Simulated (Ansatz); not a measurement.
Results of the Gaussian-basis code of Ansatz.

A structure relaxed at PBE0-D4/def2-TZVP, charge 0, multiplicity 1:

```json
{"atom": "C1", "x (Å)": "-0.290", "y (Å)": "0.203", "z (Å)": "-1.581"}
{"atom": "C2", "x (Å)": "-0.165", "y (Å)": "0.423", "z (Å)": "-0.108"}
{"atom": "N3", "x (Å)": "-0.487", "y (Å)": "1.528", "z (Å)": "0.406"}
{"atom": "In4", "x (Å)": "0.581", "y (Å)": "-1.178", "z (Å)": "1.183"}
{"atom": "Cl5", "x (Å)": "0.508", "y (Å)": "-0.154", "z (Å)": "3.313"}
{"atom": "H6", "x (Å)": "-0.958", "y (Å)": "-0.638", "z (Å)": "-1.789"}
{"atom": "H7", "x (Å)": "-0.677", "y (Å)": "1.102", "z (Å)": "-2.066"}
{"atom": "H8", "x (Å)": "0.682", "y (Å)": "-0.053", "z (Å)": "-2.014"}
{"atom": "H9", "x (Å)": "-0.355", "y (Å)": "1.551", "z (Å)": "1.420"}
{"atom": "H10", "x (Å)": "1.160", "y (Å)": "-2.785", "z (Å)": "1.236"}
```

(1) Give its formula and SMILES.

(2) Point group (tolerance 0.08 Å, 0.16 Å for H)?

(3) Summarise the bond lengths by kind.

## Answers

(1) C2H5ClInN, `C[C](=N)[InH][Cl]`.

(2) Cs.

(3) 1 × C–C 1.495 Å; 3 × C–H 1.092 to 1.094 Å; 1 × C–N 1.260 Å; 1 × C–In 2.187 Å; 1 × H–N 1.022 Å; 1 × Cl–In 2.364 Å; 1 × H–In 1.709 Å.
